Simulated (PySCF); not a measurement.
Correlation energy of Rb²⁺ (rubidium, charge +2)

[Ar] 3d10 4s2 4p5, 2P determinant. Calculation: PySCF 2.14, in x2c-SVPall (6s4p5d1f, 50 functions); scalar relativity by spin-free X2C-1e. Frozen: [Ar] 3d10 4s2; 5 electrons correlated.

Total MP2 correlation energy: -56.65 mhartree.

Same-spin part -17.11 and opposite-spin part -39.54 mhartree; SCS-MP2 scales them by 1/3 and 6/5 to -53.15 mhartree.

```tsv
level	correlation energy (mhartree)
CCSD	-63.83
(T)	-0.79
CCSD(T)	-64.62
```

Diagnostics: T1 = 0.00070, D1 = 0.0011, largest double amplitude 0.021.

Cost of the coupled-cluster step: 0.46 s of wall time on 1 thread of Intel(R) Xeon(R) Platinum 8375C CPU @ 2.90GHz (shared host), for 5 correlated electrons.
